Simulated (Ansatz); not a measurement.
Gas-phase electronic energies from Ansatz, PBE0-D4/def2-TZVP geometries. CBS: MP2 limit from def2 TZ/QZ plus the TZ coupled-cluster correction, frozen cores. This one scheme is used for every species. Each species was taken in one conformer, which may not be the lowest.

`CNBF` + `[AlH3]` → `CN[BH][AlH2]` + H–F  (formal exchange of groups at a B–F bond)

```json
{"level": "CCSD(T)/def2-SVP", "ΔE (kcal/mol)": "43.5"}
{"level": "CCSD(T)/def2-TZVPP", "ΔE (kcal/mol)": "38.3"}
```

Problem. What does CCSD(T)/CBS give? (Estimate.)

Solution. The calculation gave: +37.4 kcal/mol. The listed levels differ from it by 6.1, 0.9 kcal/mol.

Largest T1 diagnostic among the species: 0.014.

The D4 term adds −1.2 kcal/mol with B3LYP and −0.7 kcal/mol with PBE0; it sums over pairs of atoms, weighted by their polarisabilities, and B3LYP, whose exchange is more repulsive, gets the larger term. From BLYP to BHLYP (50 % exact exchange), in def2-TZVPP and without D4, ΔE moves by +3.1 kcal/mol. Leaving LDA and LC-ωPBE aside and taking each functional with its dispersion term where it has one, the values, not all of them listed here, spread over 8.7 kcal/mol, from revPBE-D4 to B97M-V. LDA lies +0.9 kcal/mol from PBE without D4.

B3LYP here is the variant with VWN-RPA as its local correlation; programs differ in this.
